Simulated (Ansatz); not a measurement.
Consider the ligand exchange at the Al–Se bond: `C[Se][Al]([F])[F]` + `O[SiH3]` → `[F][Al]([F])[O][SiH3]` + `C[SeH]`.

Isolated molecules relaxed with PBE0-D4/def2-TZVP in Ansatz; ΔE leaves out vibrations. CBS: MP2 limit from def2 TZ/QZ plus the TZ coupled-cluster correction, frozen cores. DFT in def2-TZVPP. For Se outer-core shells are correlated without core-valence functions, which leaves a few kJ/mol of doubt a bond. Scalar relativity is left out up to krypton. Each species was taken in one conformer, which may not be the lowest.

```json
{"level": "BHLYP-D4", "ΔE (kJ/mol)": "-49.2"}
{"level": "r2SCAN0", "ΔE (kJ/mol)": "-40.7"}
```

What does CCSD(T)/CBS give? (Estimate.)

Ansatz gave: -41.1 kJ/mol. The listed levels differ from it by -8.1, 0.4 kJ/mol.

Largest T1 diagnostic among the species: 0.012.

From PBE to PBE0 (25 % exact exchange), in def2-TZVPP and without D4, ΔE moves by −4.8 kJ/mol. At CCSD(T), def2-SVP lies −12.6 kJ/mol from the extrapolated value and def2-TZVPP −5.3 kJ/mol.
